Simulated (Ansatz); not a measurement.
An input meant for the cluster Ba₂O₂ (charge 0, singlet; scaled by 0.96).

```yaml
crystal:
  periodic: [true, true, true]
  atoms:
    - {symbol: Ba, position_ang: [0.488245, 0.831299, -1.352367]}
    - {symbol: Ba, position_ang: [-0.488465, -0.830947, 1.352502]}
    - {symbol: O, position_ang: [-1.098396, -0.447605, -0.671560]}
    - {symbol: O, position_ang: [1.098616, 0.447252, 0.671425]}
basis:
  gaussian: {orbitals: def2-SVPD}
hamiltonian: {xc: {name: revPBE0}, pseudopotentials: {relativity: none}}
scf: {omitted_lower_state_checks: [starts]}
```

```sh
$ ansatz run in.yaml --threads 4 --pin off --events-out ev --progress --plain --max-ram 3916MiB
```

(1) Predict how Ansatz answers.

Results:

(1) The program refused the input. The species is marked periodic without a cell.
```
Error: YAML parse error: error: line 2 column 3: crystal: missing field `lattice` (a structure is typed as `lattice` and `atoms`, a molecule's as `atoms` in Å alone, or read from a run's directory, `checkpoint`)
 --> <input>:2:3
1 | crystal:
2 |   periodic: [true, true, true]
3 |   atoms:
4 |     - {symbol: Ba, position_ang: [0.488245, 0.831299, -1.352367]}
```
